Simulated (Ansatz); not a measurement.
`[CH3][Sn]([OH])([Cl])[Cl]` + `CB1CS1` → `[CH3][Sn]([CH3])([Cl])[Cl]` + `OB1CS1` at 500 K and 1 bar (redistribution).

Gas-phase electronic energies from Ansatz, PBE0-D4/def2-TZVP geometries. CCSD(T)/CBS is the MP2 limit (def2-TZVPP, def2-QZVPP) plus CCSD(T) − MP2 in def2-TZVPP, frozen cores. Elements past krypton have def2 core potentials. For Sn outer-core shells are correlated without core-valence functions, which leaves a few kJ/mol of doubt a bond. Each species was taken in one conformer, which may not be the lowest.

| species | CCSD(T)/CBS energy (Eh) | H − E (kJ/mol) | S (J/(mol·K)) |
| --- | --- | --- | --- |
| `[CH3][Sn]([OH])([Cl])[Cl]` | -1249.34724 | 188.6 | 475.9 |
| `CB1CS1` | -501.69308 | 214.4 | 354.0 |
| `[CH3][Sn]([CH3])([Cl])[Cl]` | -1213.41687 | 252.1 | 481.6 |
| `OB1CS1` | -537.64757 | 153.0 | 326.7 |

H − E and S are ideal-gas, rigid-rotor, harmonic terms from PBE0-D4/def2-TZVP, for one conformer and one mirror image of each species. 1 Eh = 2625.50 kJ/mol, R = 8.31446 J/(mol·K).

**Question.** By hand: ΔE, ΔH, ΔS and ΔG.

**Answer.** ΔE = (-1213.41687) + (-537.64757) − (-1249.34724) − (-501.69308) = -0.02412 Eh = -63.3 kJ/mol. Δ(H − E) = 252.1 + 153.0 − 188.6 − 214.4 = 2.1, so ΔH = -61.2 kJ/mol. ΔS = 481.6 + 326.7 − 475.9 − 354.0 = -21.6 J/(mol·K). ΔG = -61.2 − 500 × (-21.6)/1000 = -50.4 kJ/mol.

**Question.** By hand: the equilibrium constant, and the temperature at which ΔG would vanish if ΔH and ΔS stayed fixed.

**Answer.** log₁₀ K = −ΔG/(RT ln 10) = 5.3. ΔG = 0 at ΔH/ΔS = 2833 K, far beyond where these terms or the molecules hold.

ΔH outweighs TΔS. A doubt of 5 kJ/mol in ΔE shifts log₁₀ K by 0.5 here. Other conformers and mirror images would add mixing entropy, several J/(mol·K) or more a flexible species. Modes under 60 cm⁻¹, often nearly free rotors, make the harmonic entropy too high. These are equilibria of isolated gas molecules and say nothing of rates. Largest T1 diagnostic: 0.014 (customary marks: 0.02 for closed shells, 0.045 for open ones).
